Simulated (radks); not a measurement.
Results of a calculation; reference values are marked as such.
Valence configurations of La III (all share [Xe]). Code: a radial shooting solver on a logarithmic mesh with Libxc functionals. Model: Dirac Kohn-Sham, BLYP, spin-unpolarised, spherical densities, finite nucleus; open shells are shared between the two j in proportion to 2j + 1; Fermi nuclear charge, rms radius 4.855 fm. Energies are relative to 5d1; eigenvalues in eV.

4f1: E (eV) -0.251; e(4f5/2) -11.827; e(4f7/2) -11.594
4f0.5 6s0.5: E (eV) -0.242; e(4f5/2) -15.347; e(4f7/2) -15.088
5d1: E (eV) 0.000; e(5d3/2) -14.747; e(5d5/2) -14.509
5d0.5 6s0.5: E (eV) 0.540; e(5d3/2) -15.548; e(5d5/2) -15.300
6s1: E (eV) 1.227
5d0.5 6p0.5: E (eV) 2.377; e(5d3/2) -15.944; e(5d5/2) -15.692; e(6p1/2) -11.060
6p1: E (eV) 5.019; e(6p1/2) -11.702

NIST lists [Xe] 5d1 as the ground configuration; this level of theory puts 4f1 lower, by 0.251 eV. The energies are those of spherical spin-averaged densities, not of single terms.
